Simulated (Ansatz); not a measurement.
dimethyl telluride cation (C₂H₆Te), SMILES C[Te]C (connectivity only; charge and spin as stated), charge +1, multiplicity 2.

Geometry optimised at B3LYP-D3(BJ)/def2-SVP. The multiplicity is an assumed one; other spin states were not compared. The def2 effective core potentials stand for the cores of Te; spin–orbit coupling is left out.

Two levels are set side by side: PBE/def2-SVPD (Ansatz, an electronic-structure program) and CAM-B3LYP/def2-SVPD (Ansatz). Energy differences of separate SCF runs at the same geometry; the states with an electron removed or added have multiplicity 1 and 1. Differences are taken from unrounded values.

```
quantity                           PBE
-------------------------------  -----
vertical ionisation energy (eV)  15.31
vertical electron affinity (eV)   7.68
```

Task: These are the PBE values. What does CAM-B3LYP give? (The exact figures need the calculation; the answer reports its results.)

Result: 
```json
[
 {"quantity": "vertical ionisation energy (eV)", "CAM-B3LYP": "15.65", "PBE minus CAM-B3LYP": "-0.34"},
 {"quantity": "vertical electron affinity (eV)", "CAM-B3LYP": "7.83", "PBE minus CAM-B3LYP": "-0.15"}
]
```
